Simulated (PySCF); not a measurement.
4-ethynylbenzonitrile, C₉H₅N.
Geometry (GFN2-xTB, Å), atoms numbered from 1 in this order:
```
atom  x, y, z in Å
C1     3.647    0.129    0.318
C2     2.452    0.088    0.214
C3     1.043    0.039    0.090
C4     0.249    0.997    0.724
C5    -1.123    0.949    0.605
C6    -1.720   -0.061   -0.153
C7    -3.126   -0.110   -0.277
N8    -4.268   -0.147   -0.378
C9    -0.930   -1.022   -0.788
C10    0.442   -0.971   -0.666
H11    4.692    0.164    0.410
H12    0.720    1.775    1.308
H13   -1.743    1.686    1.094
H14   -1.401   -1.799   -1.371
H15    1.062   -1.709   -1.152
```

The closed-shell SCF was solved with PySCF and density fitting under several settings on one GFN2-xTB geometry (grid level 2 and gas phase unless stated).

```tsv
settings	basis functions	SCF cycles	E (Eh)	HOMO (eV)	LUMO (eV)	dipole (D)
PBE0/pcSseg-1	195	15	-400.1068	-7.45	-2.16	4.28
PBE0/def2-SVPD	240	15	-399.8780	-7.45	-2.17	4.33
PBE0/cc-pVDZ	165	14	-400.1837	-7.27	-1.96	4.06
```

Task: Estimate the rows for these settings: (1) PW91/ANO-RCC-VDZP, grid level 4, level shift 0.3 Eh; (2) PBE0/6-311G**.

Result: 
```csv
settings,basis functions,SCF cycles,E (Eh),HOMO (eV),LUMO (eV),dipole (D)
"PW91/ANO-RCC-VDZP, grid level 4, level shift 0.3 Eh",165,13,-400.5884,-6.32,-2.76,4.20
PBE0/6-311G**,210,15,-400.2447,-7.35,-2.06,4.22
```

Task: Over all rows, what range does the HOMO–LUMO gap span?

Result: From 3.56 eV (PW91/ANO-RCC-VDZP, grid level 4, level shift 0.3 Eh) to 5.31 eV (PBE0/cc-pVDZ). The functional of the narrowest has no exact exchange, that of the widest 25 % exact exchange.

Task: And the dipole moment?

Result: From 4.06 D (PBE0/cc-pVDZ) to 4.33 D (PBE0/def2-SVPD); the largest is 1.07 times the smallest, and the median is 4.22 D.

Task: Compare two rows with the functional PBE0: PBE0/cc-pVDZ and PBE0/pcSseg-1. Which energy is lower, and by how much?

Result: PBE0/cc-pVDZ (165 functions) lies 0.0769 Eh or 48 kcal/mol below PBE0/pcSseg-1 (195 functions). The smaller set gives the lower energy; the two sets aren't nested, so the variational bound doesn't order them by size.

Whole jobs, the steps after the SCF included, on Intel Xeon at 2.70 GHz, one thread (shared host):

| settings | work after the SCF | wall time | peak memory |
| --- | --- | --- | --- |
| PBE0/pcSseg-1 | shieldings, ring-centre shieldings, charges and field gradients | 75 s | 0.93 GiB |
| PBE0/def2-SVPD | 6 singlets by full TDDFT, 2 Tamm–Dancoff triplets, polarisability | 1.7 min | 0.92 GiB |
| PBE0/cc-pVDZ | spin–spin couplings from 5 perturbed nuclei, spin–dipole term left out | 53 s | 0.84 GiB |
| PW91/ANO-RCC-VDZP, grid level 4, level shift 0.3 Eh | spin–spin couplings from 5 perturbed nuclei, spin–dipole term left out | 5.3 min | 0.66 GiB |
| PBE0/6-311G** | spin–spin couplings from 5 perturbed nuclei, spin–dipole term left out | 73 s | 0.94 GiB |

Cycle counts include a coarse-grid stage where the run had one. All basis functions are spherical, in the Pople sets too. ANO-RCC sets were contracted for a scalar-relativistic Hamiltonian, but ran non-relativistically here.
